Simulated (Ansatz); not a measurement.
Cost and result for the atomization energy of C₃H₇B, SMILES `B/C=C/C` (11 atoms, 10 bonds).

Z-matrix (Å, degrees):
```
C
C 1 1.483
H 1 1.091 2 112.0
H 1 1.095 2 110.4 3 121.5
H 1 1.095 2 110.5 3 -121.5
C 2 1.345 1 126.3 3 -0.1
H 2 1.090 1 116.0 3 179.9
B 6 1.525 2 120.7 1 -180.0
H 6 1.090 2 117.3 1 0.0
H 8 1.200 6 118.9 2 -0.1
H 8 1.198 6 122.1 2 179.9
```

Charge 0, multiplicity 1. All single points use the PBE0-D4/def2-TZVP geometry. Program: Ansatz. All runs use 2 threads of an Arm Neoverse V2 on a shared host. Times are those of one run each, without the atoms' runs, and a repeat can differ threefold. Electronic energies, without spin–orbit coupling; frozen cores. CCSD(T)/CBS adds CCSD(T) − MP2 in def2-TZVPP to the MP2 limit, and its time is that of the two runs behind it. T1 = 0.011. B3LYP takes the VWN-RPA correlation (the form of Gaussian; ORCA's B3LYP/G). HSE06 is the plane-wave form, built on full-range PBE exchange.

CCSD(T)/CBS is a level of theory with its own doubt, some kJ/mol a heavy atom from the limit and from the frozen cores, so smaller differences don't rank the functionals.

| level | functions | wall time |
| --- | --- | --- |
| LDA (SPW92)/def2-TZVPP | 222 | 1.2 s |
| revPBE-D4/def2-TZVPP | 222 | 1.9 s |
| BHLYP-D4/def2-TZVPP | 222 | 2.5 s |
| HSE06-D4/def2-TZVPP | 222 | 2.6 s |
| CAM-B3LYP-D4/def2-TZVPP | 222 | 2.7 s |
| CCSD(T)/def2-SVP | 91 | 2.9 s |
| B3LYP-D4/def2-TZVPP (with forces) | 222 | 3.7 s |
| PBE-QIDH/def2-TZVPP | 222 | 4.4 s |
| r2SCAN-D4/def2-TZVPP (with forces) | 222 | 4.4 s |
| ωB97X-V/def2-TZVPP | 222 | 7.5 s |
| MP2/def2-QZVPP | 438 | 20 s |
| CCSD(T)/def2-TZVPP | 222 | 70 s |
| CCSD(T)/CBS(def2) | – | 89 s |

What atomization energy does each give, and how far from CCSD(T)/CBS? (An estimate is asked.)

Ansatz gave: 
```csv
level,atomization (kcal/mol),difference from CCSD(T)/CBS,per bond
LDA (SPW92)/def2-TZVPP,1171.1,135.9,13.6
revPBE-D4/def2-TZVPP,1037.1,1.9,0.2
BHLYP-D4/def2-TZVPP,1021.9,-13.3,-1.3
HSE06-D4/def2-TZVPP,1047.5,12.3,1.2
CAM-B3LYP-D4/def2-TZVPP,1045.8,10.6,1.1
CCSD(T)/def2-SVP,999.6,-35.6,-3.6
B3LYP-D4/def2-TZVPP (with forces),1043.8,8.6,0.9
PBE-QIDH/def2-TZVPP,1038.4,3.2,0.3
r2SCAN-D4/def2-TZVPP (with forces),1043.7,8.5,0.9
ωB97X-V/def2-TZVPP,1038.6,3.4,0.3
MP2/def2-QZVPP,1038.3,3.1,0.3
CCSD(T)/def2-TZVPP,1014.6,-20.6,-2.1
CCSD(T)/CBS(def2),1035.2,0.0,0.0
```

The D4 term adds +6.1 kcal/mol with B3LYP and +3.2 kcal/mol with PBE0; it sums over pairs of atoms, weighted by their polarisabilities, and B3LYP, whose exchange is more repulsive, gets the larger term. Leaving LDA and LC-ωPBE aside and taking each functional with its dispersion term where it has one, the values, not all of them listed here, spread over 36.9 kcal/mol, from BHLYP-D4 to PBE-D4. LDA lies +116.2 kcal/mol from PBE without D4, its usual overbinding. From PBE to PBE0 (25 % exact exchange), in def2-TZVPP and without D4, the atomization energy moves by −11.3 kcal/mol: exact exchange takes away binding that semilocal exchange gives to molecules.
